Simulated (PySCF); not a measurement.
F$_{6}$W, charge +1, doublet (typed; the unrestricted solution is spin-contaminated), geometry from GFN2-xTB (such geometries of metal compounds can be far from the true shape) (the multiplicity is a formal guess) (core potentials on W); DF-HF/def2-SVP (PySCF).

The PySCF input:
```python
from pyscf import gto, scf

mol = gto.M(
    atom='''
W     0.000000    0.000000   -0.000000
F     1.117270   -0.458334   -1.402546
F    -1.117270    0.458334    1.402546
F    -1.174878    0.787987   -1.193413
F    -0.892674   -1.610746   -0.184734
F     0.892674    1.610746    0.184734
F     1.174878   -0.787987    1.193413
''',
    basis='def2-svp',
    ecp={'W': 'def2-svp'},
    charge=1,
    spin=1,
    verbose=4,
    symmetry=True,
)

mf = scf.UHF(mol)
mf.irrep_nelec = {'Ag': (10, 10), 'B1g': (1, 2), 'B2g': (2, 1), 'B3g': (2, 2), 'Au': (0, 0), 'B1u': (6, 6), 'B2u': (6, 6), 'B3u': (7, 6)}
mf = mf.density_fit(auxbasis='def2-universal-jkfit')
mf.kernel()
mf.analyze()
```

Problem. What does PySCF print? Leave out banner, timings and long lists.

Solution. 
```
PySCF version 2.14.0

[INPUT] verbose = 4
[INPUT] num. atoms = 7
[INPUT] num. electrons = 67
[INPUT] charge = 1
[INPUT] spin (= nelec alpha-beta = 2S) = 1
[INPUT] symmetry True subgroup None
[INPUT] Mole.unit = angstrom
[INPUT] Symbol           X                Y                Z      unit          X                Y                Z       unit  Magmom
[...]
nuclear repulsion = 447.40450614302
point group symmetry = Oh, use subgroup D2h
symmetry origin: [2.77555756e-17 0.00000000e+00 0.00000000e+00]
symmetry axis x: [ 0.63479126 -0.42575257  0.64480602]
symmetry axis y: [-0.48231536 -0.87029267 -0.0998126 ]
symmetry axis z: [ 0.60366543 -0.24763968 -0.75780119]
num. orbitals of irrep Ag = 31
num. orbitals of irrep B1g = 9
num. orbitals of irrep B2g = 9
num. orbitals of irrep B3g = 9
num. orbitals of irrep Au = 4
num. orbitals of irrep B1u = 18
num. orbitals of irrep B2u = 18
num. orbitals of irrep B3u = 18
number of shells = 48
number of NR pGTOs = 201
number of NR cGTOs = 116
basis = def2-svp
ecp = {'W': 'def2-svp'}

******** <class 'pyscf.df.df_jk.DFSymAdaptedUHF'> ********
method = DFSymAdaptedUHF
initial guess = minao
damping factor = 0
level_shift factor = 0
DIIS = <class 'pyscf.scf.diis.CDIIS'>
diis_start_cycle = 1
diis_space = 8
diis_damp = 0
SCF conv_tol = 1e-09
SCF conv_tol_grad = None
SCF max_cycles = 50
direct_scf = False
number electrons alpha = 34  beta = 33
irrep_nelec {'Ag': (10, 10), 'B1g': (1, 2), 'B2g': (2, 1), 'B3g': (2, 2), 'Au': (0, 0), 'B1u': (6, 6), 'B2u': (6, 6), 'B3u': (7, 6)}
Freeze 67 electrons in irreps ['Ag', 'B1g', 'B2g', 'B3g', 'Au', 'B1u', 'B2u', 'B3u']
    0 free electrons in irreps
Set gradient conv threshold to 3.16228e-05
******** <class 'pyscf.df.df.DF'> ********
auxbasis = def2-universal-jkfit
init E= -649.071335873666

cycle= 1 E= -661.005140410229  delta_E= -11.9  |g|= 1.02  |ddm|= 5.63

cycle= 2 E= -661.023595749516  delta_E= -0.0185  |g|= 1.03  |ddm|= 1.73

cycle= 3 E= -661.410091141089  delta_E= -0.386  |g|= 0.125  |ddm|= 0.824

cycle= 4 E= -661.421047674944  delta_E= -0.011  |g|= 0.0463  |ddm|= 0.119

cycle= 5 E= -661.424748702048  delta_E= -0.0037  |g|= 0.0324  |ddm|= 0.0748

cycle= 6 E= -661.426244667797  delta_E= -0.0015  |g|= 0.0149  |ddm|= 0.0508

cycle= 7 E= -661.426816166844  delta_E= -0.000571  |g|= 0.0094  |ddm|= 0.0372

cycle= 8 E= -661.427011249666  delta_E= -0.000195  |g|= 0.00506  |ddm|= 0.0227

cycle= 9 E= -661.427098071676  delta_E= -8.68e-05  |g|= 0.00168  |ddm|= 0.0207

cycle= 10 E= -661.427110824909  delta_E= -1.28e-05  |g|= 0.00111  |ddm|= 0.00717

cycle= 11 E= -661.427114124277  delta_E= -3.3e-06  |g|= 0.000941  |ddm|= 0.00214

cycle= 12 E= -661.427119633024  delta_E= -5.51e-06  |g|= 0.000911  |ddm|= 0.00348

cycle= 13 E= -661.427125274993  delta_E= -5.64e-06  |g|= 0.00089  |ddm|= 0.00357

cycle= 14 E= -661.42713984631  delta_E= -1.46e-05  |g|= 0.000861  |ddm|= 0.0095

cycle= 15 E= -661.427180841312  delta_E= -4.1e-05  |g|= 0.000735  |ddm|= 0.0297

cycle= 16 E= -661.427226270259  delta_E= -4.54e-05  |g|= 0.000606  |ddm|= 0.0494

cycle= 17 E= -661.427222540093  delta_E= 3.73e-06  |g|= 0.000427  |ddm|= 0.0068

cycle= 18 E= -661.427233517395  delta_E= -1.1e-05  |g|= 0.000389  |ddm|= 0.0354

cycle= 19 E= -661.427233835874  delta_E= -3.18e-07  |g|= 0.000112  |ddm|= 0.00491

cycle= 20 E= -661.427233881054  delta_E= -4.52e-08  |g|= 6.41e-05  |ddm|= 0.00223

cycle= 21 E= -661.42723385752  delta_E= 2.35e-08  |g|= 4.88e-05  |ddm|= 0.00244

cycle= 22 E= -661.427233881899  delta_E= -2.44e-08  |g|= 2.82e-05  |ddm|= 0.00271

cycle= 23 E= -661.427233894768  delta_E= -1.29e-08  |g|= 6.55e-06  |ddm|= 0.000869

cycle= 24 E= -661.427233895054  delta_E= -2.86e-10  |g|= 2.1e-06  |ddm|= 0.000138

Extra cycle  E= -661.42723389506  delta_E= -5.46e-12  |g|= 1.34e-06  |ddm|= 2.39e-06
converged SCF energy = -661.42723389506  <S^2> = 1.8927384  2S+1 = 2.9276191
**** SCF Summaries ****
Total Energy =                        -661.427233895059771
[...]
beta  MO #49 (Ag #16), energy= 0.203771971920153 occ= 0
beta  MO #50 (B2u #8), energy= 0.462967433760818 occ= 0
beta  MO #51 (B1u #8), energy= 0.465801381200985 occ= 0
beta  MO #52 (B3u #8), energy= 0.470002823265521 occ= 0
beta  MO #53 (Au #1), energy= 0.666268431510594 occ= 0
beta  MO #54 (B1u #9), energy= 0.711209441544182 occ= 0
beta  MO #55 (B2u #9), energy= 0.71164285512276 occ= 0
beta  MO #56 (B3u #9), energy= 0.7156419325222 occ= 0
beta  MO #57 (Ag #17), energy= 1.0089617252895 occ= 0
beta  MO #58 (B2u #10), energy= 1.11258838433163 occ= 0
beta  MO #59 (B1u #10), energy= 1.12229080258317 occ= 0
beta  MO #60 (B3u #10), energy= 1.12743573276013 occ= 0
beta  MO #61 (B2u #11), energy= 1.19025004841493 occ= 0
beta  MO #62 (B3u #11), energy= 1.19713596758552 occ= 0
beta  MO #63 (B1u #11), energy= 1.2029299462297 occ= 0
beta  MO #64 (B1g #5), energy= 1.23072673215673 occ= 0
beta  MO #65 (B2u #12), energy= 1.23980740554862 occ= 0
beta  MO #66 (B3g #5), energy= 1.24677735868264 occ= 0
beta  MO #67 (B1u #12), energy= 1.24741388678237 occ= 0
beta  MO #68 (B3u #12), energy= 1.25590542242993 occ= 0
beta  MO #69 (Ag #18), energy= 1.28837921707543 occ= 0
beta  MO #70 (B2g #5), energy= 1.29249728616468 occ= 0
beta  MO #71 (Ag #19), energy= 1.32234077158356 occ= 0
beta  MO #72 (Ag #20), energy= 1.33076498937443 occ= 0
beta  MO #73 (B2u #13), energy= 1.35674451419796 occ= 0
beta  MO #74 (B1u #13), energy= 1.3649955899197 occ= 0
beta  MO #75 (B3u #13), energy= 1.37418119760417 occ= 0
beta  MO #76 (B1g #6), energy= 1.46628867995862 occ= 0
beta  MO #77 (B3g #6), energy= 1.48094573716862 occ= 0
beta  MO #78 (B2g #6), energy= 1.51831839376267 occ= 0
beta  MO #79 (Ag #21), energy= 1.68897433043709 occ= 0
beta  MO #80 (Ag #22), energy= 1.69402682051538 occ= 0
beta  MO #81 (B2u #14), energy= 1.82274149415639 occ= 0
beta  MO #82 (B1u #14), energy= 1.82369549014768 occ= 0
beta  MO #83 (B3u #14), energy= 1.83305708191522 occ= 0
beta  MO #84 (Ag #23), energy= 2.31589899136251 occ= 0
beta  MO #85 (B1g #7), energy= 2.97235330290306 occ= 0
beta  MO #86 (B3g #7), energy= 2.98847310001497 occ= 0
beta  MO #87 (B2u #15), energy= 3.00531723644205 occ= 0
beta  MO #88 (B2g #7), energy= 3.00754693969822 occ= 0
beta  MO #89 (Au #2), energy= 3.01116247435671 occ= 0
beta  MO #90 (B2g #8), energy= 3.01610983776297 occ= 0
beta  MO #91 (Ag #24), energy= 3.02158517953237 occ= 0
beta  MO #92 (B3u #15), energy= 3.02563194427048 occ= 0
beta  MO #93 (B3g #8), energy= 3.02981720109679 occ= 0
beta  MO #94 (Au #3), energy= 3.03638053576139 occ= 0
beta  MO #95 (B1g #8), energy= 3.03846887275369 occ= 0
beta  MO #96 (B1u #15), energy= 3.04742078988664 occ= 0
beta  MO #97 (Au #4), energy= 3.08382497889774 occ= 0
beta  MO #98 (Ag #25), energy= 3.09552936345903 occ= 0
beta  MO #99 (Ag #26), energy= 3.11347466440647 occ= 0
beta  MO #100 (B1g #9), energy= 3.11353007837386 occ= 0
beta  MO #101 (B3g #9), energy= 3.11569167830307 occ= 0
beta  MO #102 (B2g #9), energy= 3.12542173601221 occ= 0
beta  MO #103 (Ag #27), energy= 3.18246916219742 occ= 0
beta  MO #104 (Ag #28), energy= 3.18675869321327 occ= 0
beta  MO #105 (B3u #16), energy= 3.24664018462634 occ= 0
beta  MO #106 (B2u #16), energy= 3.25402290605339 occ= 0
beta  MO #107 (B1u #16), energy= 3.26690014857353 occ= 0
beta  MO #108 (B2u #17), energy= 3.2736706305262 occ= 0
beta  MO #109 (B3u #17), energy= 3.28750463259392 occ= 0
beta  MO #110 (B1u #17), energy= 3.29107675625735 occ= 0
beta  MO #111 (Ag #29), energy= 3.37065563503844 occ= 0
beta  MO #112 (B2u #18), energy= 4.15863013208646 occ= 0
beta  MO #113 (B1u #18), energy= 4.16565158692931 occ= 0
beta  MO #114 (B3u #18), energy= 4.16943501717874 occ= 0
beta  MO #115 (Ag #30), energy= 67.7287823080763 occ= 0
beta  MO #116 (Ag #31), energy= 575.366970177633 occ= 0
In total            34.00000 | 33.00000

WARN: System has nonzero charge 1; the dipole moment is origin-dependent.
Location of origin: [0. 0. 0.]

Dipole moment(X, Y, Z, Debye): -0.00000,  0.00000,  0.00000
```
